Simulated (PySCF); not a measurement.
C8H6Cl (doublet state).
Cartesian coordinates in Å at the GFN2-xTB level; atoms count from 1:
```xyz
15
C8H6Cl angstrom
C     -3.4810   -0.4915    0.2579
C     -2.0554   -0.2975    0.2070
C     -0.8550   -0.1367    0.1670
C      0.5133    0.0634    0.1186
C      1.1620    1.3154   -0.2212
C      2.5012    1.1226   -0.1631
C      2.7232   -0.2551    0.2138
Cl     4.2611   -0.9463    0.4077
C      1.5123   -0.8913    0.3828
H     -3.9638    0.0507   -0.5555
H     -3.7224   -1.5513    0.1767
H     -3.8701   -0.1133    1.2045
H      0.6378    2.2185   -0.4687
H      3.2809    1.8342   -0.3536
H      1.3515   -1.9138    0.6619
```

Identity: `CC#CC1C=C([CH]C=1)Cl` [radical].

Method used: UKS B3LYP, pcH-1 on C Cl H, non-relativistic, mean-field spin-orbit, GIAO in PySCF 2.14.0. Geometry: GFN2-xTB; no solvent, vibrations or thermal averaging. The geometry wasn't refined by DFT: couplings that depend on bond lengths, twists or pyramidal angles can differ widely from those at the functional's own minimum. No stability test was run, so a lower SCF solution isn't excluded.

Problem. What is the g tensor, term by term?

Solution. 
```json
{"Δg (ppm)": "relativistic mass correction", "1": "-162", "2": "-162", "3": "-162"}
{"Δg (ppm)": "gauge correction", "1": "-3", "2": "31", "3": "39"}
{"Δg (ppm)": "orbital Zeeman/spin–orbit", "1": "-213", "2": "2948", "3": "4386"}
{"Δg (ppm)": "total", "1": "-378", "2": "2817", "3": "4263"}
```

So g = 2.00194, 2.00514, 2.00658 and g_iso = 2.00455; the tensor is rhombic: the two nearest values differ by 31 % of g3 − g1. Axes: g2 points within 3° of the C4–C5 bond and g3 points within 5° of the C7–Cl8 bond.

Problem. At 9.624 GHz, how far is the centre of the isotropic spectrum from where a free electron (g = 2.002319) resonates?

Solution. B = hν/(g μB) with μB/h = 13.99624 MHz/mT gives 343.41 mT for the free electron and 343.03 mT at g_iso, 0.38 mT lower.

Problem. How much does each term add to the isotropic shift?

Solution. The orbital-Zeeman/spin–orbit term 2374, the mass correction -162 and the gauge correction 22 ppm, for a total of 2234 ppm. The orbital-Zeeman/spin–orbit term is the largest in size. The mass correction is the same along every axis, so the anisotropy comes from the other two: their spans along these axes are 42 (gauge) and 4600 ppm (orbital Zeeman/spin–orbit).

Problem. In a frozen sample, at which fields do the three g values resonate at 9.5, 34, 94 and 263 GHz (hyperfine left aside), and which band first spreads them over more than twice a line width of 1.0 mT?

Solution. 
```json
{"band": "X", "GHz": "9.5", "B(g3) mT": "338.26", "B(g2) mT": "338.51", "B(g1) mT": "339.05", "spread mT": "0.78"}
{"band": "Q", "GHz": "34.0", "B(g3) mT": "1210.63", "B(g2) mT": "1211.50", "B(g1) mT": "1213.43", "spread mT": "2.81"}
{"band": "W", "GHz": "94.0", "B(g3) mT": "3347.03", "B(g2) mT": "3349.44", "B(g1) mT": "3354.79", "spread mT": "7.76"}
{"band": "J", "GHz": "263.0", "B(g3) mT": "9364.56", "B(g2) mT": "9371.31", "B(g1) mT": "9386.27", "spread mT": "21.71"}
```

The spread grows in proportion to the frequency. Q band is the first where it exceeds 2.0 mT.

Largest spin populations (Mulliken): C4 (+0.42), C7 (+0.35), C2 (+0.32) and C9 (-0.17). Three atoms exceed +0.15. The positive populations add up to 1.34 and the negative ones to -0.34, together 2S = 1.

The HOMO–LUMO gaps are 5.79 eV among the α and 2.39 eV among the β orbitals.

The SMILES draws the unpaired electron on C6; the largest computed Mulliken spin population is on C4 (0.42 against 0.10).
